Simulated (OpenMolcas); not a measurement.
## Levels of Fe V by method

```json
{
 "Program": "OpenMolcas 26.06",
 "Basis": "ANO-RCC-VTZP [6s5p3d2f1g]",
 "Scalar Hamiltonian": "DKH2, point nucleus",
 "Active space": "4 electrons in 5 orbitals (3d)",
 "State averaging": "2S+1 = 5 even, 5 roots; 2S+1 = 3 even, 45 roots kept (CI in the orbitals of an earlier block); 2S+1 = 1 even, 50 roots kept (CI in the orbitals of an earlier block)",
 "Spin-orbit coupling": "state interaction with AMFI integrals over the reference wave functions, term energies averaged over their components"
}
```

Methods on the same reference wave functions:
A. CASSCF
B. SS-CASPT2, IPEA 0.25 Eh, imaginary shift 0.1 Eh (closed shells correlated: 3s 3p)
C. MS-CASPT2, IPEA 0.25 Eh, imaginary shift 0.1 Eh (closed shells correlated: 3s 3p)

Energies in cm⁻¹ above 3d⁴ ⁵D₀, the measured ground level; measured values from Corliss and Sugar, J. Phys. Chem. Ref. Data 11, 135 (1982).

```csv
Level,A,B,C,Measured
3d⁴ ⁵D₀,0.0,0.0,0.0,0.0
3d⁴ ⁵D₁,152,154,154,142
3d⁴ ⁵D₂,446,452,452,417
3d⁴ ⁵D₃,870,876,877,803
3d⁴ ⁵D₄,1406,1411,1411,1283
3d⁴ ³H₄,27194,25770,25770,24932
3d⁴ ³H₅,27519,26120,26120,25226
3d⁴ ³H₆,27875,26490,26490,25528
3d⁴ ³P₀(1),29067,24910,24900,24055
3d⁴ ³P₁(1),29976,25840,25840,24973
3d⁴ ³F₂(1),31370,27730,27730,26761
3d⁴ ³F₃(1),31448,27830,27820,26842
3d⁴ ³P₂(1),31568,27430,27430,26468
3d⁴ ³F₄(1),31607,27990,27990,26974
3d⁴ ³G₃,34373,30930,30930,29817
3d⁴ ³G₄,34755,31320,31320,30147
3d⁴ ³G₅,35052,31640,31640,30430
3d⁴ ¹I₆,41039,39100,39100,37512
3d⁴ ¹G₄(1),43375,38530,38530,36586
3d⁴ ³D₃,44385,38040,38040,36630
3d⁴ ³D₂,44504,38170,38170,36758
3d⁴ ³D₁,44652,38310,38310,36925
3d⁴ ¹S₀(1),50364,41600,41610,39633
3d⁴ ¹D₂(1),53813,48530,48540,46291
```

Deviations, from unrounded energies. A percentage is the sum of absolute deviations over the sum of measured energies, with the sign that they share, or ± where signs differ.

| Against measurement | Levels | A | B | C |
| --- | --- | --- | --- | --- |
| mean absolute deviation (cm-1) | 23 | 4400 | 1000 | 1000 |
| fine structure of the ground term (%) | 4 | +8.6 | +9.4 | +9.4 |
| other terms of the ground configuration (%) | 19 | +17.1 | +4.0 | +4.0 |

B, C lie about equally close to measurement and A furthest from it. The largest miss of C in the table is 3d⁴ ¹D₂(1), by +2200 cm-1. The ranking rests on the paired levels alone, and a cruder setting can come out closer through cancelling errors.

Between B and C the level of the table that moves most is 3d⁴ ³P₀(1), by 8.1 cm-1 (lowest in C, highest in B). Moves below CASPT2's spread within the term are not significant.

The two smallest mean deviations differ by little beside CASPT2's spread within terms, so their order carries little weight.

From A to B the spin-free energies of the other terms of 3d⁴ shown, above ⁵D, scale by factors of 0.82 to 0.95, as is usual when dynamic correlation screens the repulsion within a d or f shell.

The lowest spin-free term lies below A's lowest term by 0.331 hartree in B, 0.331 hartree in C.

CASPT2 does not keep the components of a term degenerate, so their means are used; among the terms shown or strongly mixed into the levels shown the widest spread is 970 cm-1 (3d⁴ ¹I, C). Terms from blocks run as CI alone lack orbitals of their own. The CASPT2 spread within a term exceeds the gap to the next term for 3d⁴ ³D and 3d⁴ ¹G(1), so the order of their levels is uncertain (figures for B; the like holds for C). Without dynamic correlation excited terms often stand tens of per cent too high (terms of higher spin than the ground term too low), and those without a measured partner can miss by more than the paired ones (holds for A). Measured partners are found by configuration, term and J. A level has none where our copy of the source lacks it or the pairing is in doubt (some pairs that miss far off the trend of their configuration count as doubtful), and it then counts in no deviation. Levels of configurations outside the active space are missing. The table leaves out levels that lie high or whose names do not pair safely across all columns.

A number in round brackets counts repeated terms of one configuration in the order of the reference energies.
